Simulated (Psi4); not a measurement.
Calculation: Psi4 with SAPT0/jun-cc-pVDZ, frozen core.

Psi4 input:

```
molecule {
0 1
Si 0.05646086 0.21641819 0.44653375
C -0.91804941 1.38030229 -0.67598340
C 1.76286125 -0.11702902 -0.28924211
C -0.88215339 -1.40635626 0.67005820
H 0.22583281 0.86564546 1.78598109
H -1.06305648 0.93071941 -1.67259236
H -1.91368446 1.59942105 -0.25701568
H -0.39111589 2.33877140 -0.81210963
H 2.35365762 -0.78561778 0.35790160
H 1.67436718 -0.59676645 -1.27838330
H 2.33250714 0.81775343 -0.41780830
H -1.02451142 -1.91150863 -0.29996418
H -1.87804310 -1.23494718 1.11013123
H -0.33507271 -2.09680592 1.33249310
--
0 1
S -3.13634347 1.27867054 2.75597607
H -2.21182041 0.44394739 3.25700104
H -2.20703524 2.15247525 2.33718835
units angstrom
symmetry c1
no_reorient
no_com
}
set basis jun-cc-pvdz
set scf_type df
set freeze_core true
energy('sapt0')
```

Part of the output:

```
    SAPT Results
  --------------------------------------------------------------------------------------------------------
    Electrostatics                 -2.90228137 [mEh]      -1.82120905 [kcal/mol]      -7.61993868 [kJ/mol]
      Elst10,r                     -2.90228137 [mEh]      -1.82120905 [kcal/mol]      -7.61993868 [kJ/mol]

    Exchange                        5.49784763 [mEh]       3.44995148 [kcal/mol]      14.43459698 [kJ/mol]
      Exch10                        5.49784763 [mEh]       3.44995148 [kcal/mol]      14.43459698 [kJ/mol]
      Exch10(S^2)                   5.47928091 [mEh]       3.43830068 [kcal/mol]      14.38585005 [kJ/mol]

    Induction                      -0.54972656 [mEh]      -0.34495863 [kcal/mol]      -1.44330689 [kJ/mol]
      Ind20,r                      -1.68102538 [mEh]      -1.05485935 [kcal/mol]      -4.41353153 [kJ/mol]
      Exch-Ind20,r                  1.46079707 [mEh]       0.91666400 [kcal/mol]       3.83532217 [kJ/mol]
      delta HF,r (2)               -0.32949825 [mEh]      -0.20676327 [kcal/mol]      -0.86509753 [kJ/mol]

    Dispersion                     -3.36112368 [mEh]      -2.10913695 [kcal/mol]      -8.82462901 [kJ/mol]
      Disp20                       -3.80655660 [mEh]      -2.38865033 [kcal/mol]      -9.99411299 [kJ/mol]
      Exch-Disp20                   0.44543292 [mEh]       0.27951338 [kcal/mol]       1.16948398 [kJ/mol]
      Disp20 (SS)                  -1.90327830 [mEh]      -1.19432517 [kcal/mol]      -4.99705649 [kJ/mol]
      Disp20 (OS)                  -1.90327830 [mEh]      -1.19432517 [kcal/mol]      -4.99705649 [kJ/mol]
      Exch-Disp20 (SS)              0.25516526 [mEh]       0.16011862 [kcal/mol]       0.66993631 [kJ/mol]
      Exch-Disp20 (OS)              0.19026766 [mEh]       0.11939476 [kcal/mol]       0.49954767 [kJ/mol]

  Total HF                          2.04583971 [mEh]       1.28378380 [kcal/mol]       5.37135141 [kJ/mol]
  Total SAPT0                      -1.31528397 [mEh]      -0.82535315 [kcal/mol]      -3.45327760 [kJ/mol]
```
